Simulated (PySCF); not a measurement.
**Assignment exercise: C$_{6}$H$_{9}$NOSi**

Geometry:
| atom | x (Å) | y (Å) | z (Å) |
| --- | --- | --- | --- |
| C1 | 2.844 | 0.878 | -0.980 |
| Si2 | 2.210 | 0.270 | 0.703 |
| C3 | 0.450 | -0.351 | 0.479 |
| C4 | -0.160 | -1.561 | 0.715 |
| C5 | -1.505 | -1.422 | 0.343 |
| C6 | -1.645 | -0.125 | -0.101 |
| C7 | -2.783 | 0.590 | -0.610 |
| N8 | -3.906 | 0.022 | -0.730 |
| O9 | -0.457 | 0.515 | -0.014 |
| H10 | 2.212 | 1.670 | -1.374 |
| H11 | 2.858 | 0.074 | -1.711 |
| H12 | 3.854 | 1.269 | -0.902 |
| H13 | 2.203 | 1.370 | 1.673 |
| H14 | 3.003 | -0.856 | 1.203 |
| H15 | 0.316 | -2.436 | 1.108 |
| H16 | -2.287 | -2.152 | 0.383 |
| H17 | -2.568 | 1.637 | -0.870 |
| H18 | -4.646 | 0.613 | -1.102 |

- structure optimised with GFN2-xTB
- PBE0/pcSseg-1 with gauge-including orbitals
- program: PySCF 2.14
- one computed conformer, one averaged value for each set of equivalent atoms, in vacuum, relativity neglected

Chemical shifts δ = σref − σ; 13C, 1H against TMS, all at this level.

(1) Assign these signals to the numbered atoms. 13C{1H} NMR (computed): δ 167.5, 162.3, 161.8, 130.7, 119.2, -5.6.

(2) Assign these signals to the numbered atoms. 1H NMR (300 MHz, computed): δ 11.19 (br s, 1H), 8.77 (s, 1H), 7.74 (d, 1H), 7.16 (d, 1H), 4.68 (q, 2H), 0.40 (t, 3H).

Answers

(1) 
167.5 → C6, carbon bonded to 2 C, O
162.3 → C3, carbon bonded to C, O, Si
161.8 → C7, carbon bonded to C, N, H
130.7 → C4, carbon bonded to 2 C, H
119.2 → C5, carbon bonded to 2 C, H
-5.6 → C1, carbon bonded to Si, 3 H

C3 and C7 lie closer than the usual error of such a calculation, so a measured spectrum could show them in the other order.

(2) 
11.19 → H18, hydrogen on a nitrogen bonded to C
8.77 → H17, hydrogen on a carbon bonded to C, N
7.74 → H16, hydrogen on a carbon bonded to 2 C
7.16 → H15, hydrogen on a carbon bonded to 2 C
4.68 → H13/H14, hydrogen on a silicon bonded to 2 C
0.40 → H10/H11/H12, hydrogen on a carbon bonded to Si

The OH or NH signal is concentration- and solvent-dependent in practice; the value given is the gas-phase one. Shifts are as computed. Against solution values, carbons near 30 ppm lie about +3 ppm off and those near 130 ppm about +5 ppm. Of 1309 compounds with measured shifts, 239 miss one by over three times the rms of a fit or turn the order of signals round; such compounds aren't used in these exercises. Multiplicities follow the n + 1 count of equivalent neighbours, as no J values were calculated; m marks all less simple cases, F and P coupling included.
